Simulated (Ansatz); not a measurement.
Name a neutral molecule of B, C, Cl, O and H with LUMO energy (PBE0/def2-TZVPP) between -2.20 and -1.90 eV and size of the dipole moment (B3LYP/def2-TZVPP) between 2.55 and 2.85 D (Ansatz, PBE0-D4/def2-TZVP geometry).

`BB(Cl)OC` (-2.01 eV, 2.77 D); `C=C(O)BCl` (-1.96 eV, 2.60 D). Other molecules can fit too; these were computed, each in one conformer that needn't be the lowest.

B3LYP here is the variant with VWN-RPA as its local correlation; programs differ in this.
